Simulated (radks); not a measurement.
The numbers below are computed, except where a source is named.
Q: All-electron atom: Ta4+ in [Xe] 4f14 5d1 (the NIST ground configuration). Code: a radial shooting solver on a logarithmic mesh with Libxc functionals. Model: scalar-relativistic Kohn-Sham, LDA (Slater exchange, Perdew-Wang correlation), spin-polarised, spherical densities, finite nucleus; open shells are filled with parallel spins first (spin-orbit coupling, left out, can overturn this in heavy ions); Fermi nuclear charge, rms radius 5.3507 fm. Some entries of the table are withheld. Estimate them.

| orbital | occ. | eigenvalue (hartree) | r(max) (bohr) |
|---|---|---|---|
| 1s down | 1 | -2474.409 | 0.01169 |
| 1s up | 1 | -2474.409 | 0.01169 |
| 2s up | 1 | -426.5036 | 0.06691 |
| 2s down | 1 | -426.5017 | 0.06691 |
| 2p up | 3 | -374.2102 | 0.05478 |
| 2p down | 3 | -374.2086 | 0.05477 |
| 3s up | 1 | -98.88832 | 0.1888 |
| 3s down | 1 | -98.88763 | 0.1888 |
| 3p up | 3 | -83.32764 | 0.1866 |
| 3p down | 3 | -83.32689 | 0.1866 |
| 3d up | 5 | -65.10718 | 0.1519 |
| 3d down | 5 | -65.10592 | 0.1519 |
| 4s up | 1 | -21.37948 | 0.4290 |
| 4s down | 1 | -21.37781 | 0.4290 |
| 4p up | 3 | -16.27069 | 0.4497 |
| 4p down | 3 | -16.26900 | 0.4497 |
| 4d up | 5 | -9.72223 | 0.4614 |
| 4d down | 5 | -9.72008 | 0.4614 |
| 5s up | 1 | -4.24250 | 0.9861 |
| 5s down | 1 | -4.22439 | 0.9849 |
| 5p up | 3 | (1) | 1.117 |
| 5p down | 3 | (2) | 1.115 |
| 4f up | 7 | -2.47764 | 0.4404 |
| 4f down | 7 | -2.47274 | 0.4403 |
| 5d up | 1 | -1.53818 | 1.461 |
| 5d down | 0 | -1.50747 | 1.456 |

A: 
(1) 5p up eigenvalue (hartree): -2.98561
(2) 5p down eigenvalue (hartree): -2.96207
